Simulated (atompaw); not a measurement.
## Before and after: PAW (atompaw) potential for iridium

- Element: iridium
- Generator: atompaw 4.2.0.5
- Type: PAW
- Functional: PBE
- Relativity: scalar-relativistic
- Frozen core: [Kr] 4d10 4f14
- Valence charge: 17
- Reference configuration: 5s2 5p6 5d7 6s2 6p0
- Partial waves: 5s (bound): rc 1.65 bohr; 6s (bound): rc 2.30 bohr; 5p (bound): rc 1.55 bohr; 6p (bound, empty): rc 2.30 bohr; 5d (bound): rc 2.30 bohr; 5d channel at -0.2 Ry: rc 2.30 bohr; 5f channel at 0.05 Ry: rc 2.30 bohr; 5f channel at 0.45 Ry: rc 2.30 bohr
- Local potential: bessel scheme, radius 1.95 bohr
- Core correction: smooth core density matched at 1.30 bohr
- Augmentation charge: sinc compensation charge, radius 1.85 bohr; PAW radius 2.30 bohr; waves and projectors: custom rrkj gramschmidtortho

Change: local potential bessel scheme, radius 1.06 bohr.

Cutoffs: the cutoffs (Ry, on a coarse ladder) from which the occupation-weighted sum of valence levels, in a spherical-Bessel basis at the reference potential, stays within 10 and 1 mRy of its value at 400 Ry; they do not see the model core or the augmentation charge, which bear on the density cutoff.

**Question.** What does the change do?

**Answer.** The potential gets softer (35 Ry and 70 Ry → 35 Ry and 60 Ry); the range in which the s phases agree narrows (upper end 4.2 → 1.4); the range in which the p phases agree narrows (upper end at the end of the scan → 0.9); neither file shows a bound ghost.

```csv
quantity,base,changed
"cutoff, loose",35 Ry,35 Ry
"cutoff, tight",70 Ry,60 Ry
bound ghosts,none,none
s: phases at 2.31 bohr within 0.05 rad from the reference energy up to (Ry; the scan ends near 5),4.2,1.4
p: phases at 2.31 bohr within 0.05 rad from the reference energy up to (Ry; the scan ends near 5),to the end of the scan,0.9
d: phases at 2.31 bohr within 0.05 rad from the reference energy up to (Ry; the scan ends near 5),to the end of the scan,to the end of the scan
f: phases at 2.31 bohr within 0.05 rad from the reference energy up to (Ry; the scan ends near 5),to the end of the scan,3.7
lowest overlap eigenvalue by channel,"s 0.39, p 0.49, d 0.99, f 0.98","s 0.32, p 0.47, d 0.98, f 0.90"
```

 The cutoffs see the waves, projectors and local potential, not the compensation charge or the core.
